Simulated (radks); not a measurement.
Results of a calculation; reference values are marked as such.
Task: The terbium ion Tb10+ is in [Kr] 4d10 4f5 5s2 5p2. Level of theory: scalar-relativistic Kohn-Sham, LDA (Slater exchange, Perdew-Wang correlation), spin-polarised, spherical densities, finite nucleus; Fermi nuclear charge, rms radius of each element as measured or else 0.836 A^(1/3) + 0.57 fm (a radial shooting solver on a logarithmic mesh with Libxc functionals). Open shells are filled with parallel spins first. One electron is removed from 5p, 4d, 5s, 4f in turn, with full relaxation. Which removal costs least, and what does each cost?

Result: 5p 181.19 eV; 4f 196.49 eV; 5s 206.55 eV; 4d 340.68 eV. The 5p electron leaves first.
